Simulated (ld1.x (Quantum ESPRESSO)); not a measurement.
How hard is this Mg (Z = 12) TM potential?

```json
{"Element": "Mg", "Generator": "ld1.x (Quantum ESPRESSO) 7.5", "Type": "norm-conserving Troullier–Martins (Kleinman–Bylander form)", "Functional": "PBEsol", "Relativity": "scalar-relativistic", "Frozen core": "[He]", "Valence charge": "10", "Reference configuration": "2s2 2p6 3s1.5 3p0.5", "Partial waves": "2p (bound): rc 1.15 bohr; 2s (bound): rc 0.95 bohr", "Local potential": "the s channel", "Core correction": "none"}
```

Occupied shells without a wave of their own: 3p, 3s. They enter only through the test configuration that unscreens the potential.

The pseudo-atom Hamiltonian at the reference potential is diagonalised in spherical Bessel functions j_l(qr) that vanish at 20 bohr, with q² up to the cutoff. All-electron valence levels (Ry): 2p -3.4998, 3p -0.1255, 2s -5.9288, 3s -0.3811.

Question: How do the lowest levels (Ry) of each channel move with the cutoff, and are there ghosts?

Answer:

```json
{"cutoff (Ry)": "8", "p #1": "-0.5414", "p #2": "-0.0121", "p #3": "0.0801", "s #1": "-4.6123", "s #2": "-0.2874", "s #3": "-0.0027", "d #1": "0.0381", "d #2": "0.1209", "f #1": "0.0945", "f #2": "0.2180", "Σ f·Δε (mRy)": "20591.0"}
{"cutoff (Ry)": "18", "p #1": "-1.1246", "p #2": "-0.0444", "p #3": "0.0544", "s #1": "-5.7327", "s #2": "-0.3667", "s #3": "-0.0123", "d #1": "0.0380", "d #2": "0.1206", "f #1": "0.0945", "f #2": "0.2180", "Σ f·Δε (mRy)": "14716.0"}
{"cutoff (Ry)": "35", "p #1": "-2.0981", "p #2": "-0.0825", "p #3": "0.0389", "s #1": "-5.9086", "s #2": "-0.3870", "s #3": "-0.0147", "d #1": "0.0380", "d #2": "0.1206", "f #1": "0.0945", "f #2": "0.2180", "Σ f·Δε (mRy)": "8473.7"}
{"cutoff (Ry)": "55", "p #1": "-2.8952", "p #2": "-0.1072", "p #3": "0.0324", "s #1": "-5.9132", "s #2": "-0.3877", "s #3": "-0.0148", "d #1": "0.0380", "d #2": "0.1205", "f #1": "0.0945", "f #2": "0.2180", "Σ f·Δε (mRy)": "3668.1"}
{"cutoff (Ry)": "80", "p #1": "-3.3872", "p #2": "-0.1216", "p #3": "0.0293", "s #1": "-5.9242", "s #2": "-0.3879", "s #3": "-0.0148", "d #1": "0.0380", "d #2": "0.1205", "f #1": "0.0945", "f #2": "0.2180", "Σ f·Δε (mRy)": "687.1"}
{"cutoff (Ry)": "120", "p #1": "-3.4975", "p #2": "-0.1248", "p #3": "0.0286", "s #1": "-5.9283", "s #2": "-0.3882", "s #3": "-0.0148", "d #1": "0.0380", "d #2": "0.1205", "f #1": "0.0945", "f #2": "0.2180", "Σ f·Δε (mRy)": "14.8"}
{"cutoff (Ry)": "200", "p #1": "-3.4994", "p #2": "-0.1248", "p #3": "0.0286", "s #1": "-5.9288", "s #2": "-0.3882", "s #3": "-0.0148", "d #1": "0.0380", "d #2": "0.1205", "f #1": "0.0945", "f #2": "0.2180", "Σ f·Δε (mRy)": "2.6"}
{"cutoff (Ry)": "350", "p #1": "-3.4998", "p #2": "-0.1249", "p #3": "0.0286", "s #1": "-5.9289", "s #2": "-0.3882", "s #3": "-0.0148", "d #1": "0.0380", "d #2": "0.1205", "f #1": "0.0945", "f #2": "0.2180", "Σ f·Δε (mRy)": "0.1"}
{"cutoff (Ry)": "400", "p #1": "-3.4998", "p #2": "-0.1249", "p #3": "0.0286", "s #1": "-5.9289", "s #2": "-0.3882", "s #3": "-0.0148", "d #1": "0.0380", "d #2": "0.1205", "f #1": "0.0945", "f #2": "0.2180", "Σ f·Δε (mRy)": "0.0"}
```

Result: no extra level below or beside the all-electron valence levels (p, s, d, f tested); 10 mRy is reached at 140 Ry and 1 mRy at 260 Ry.
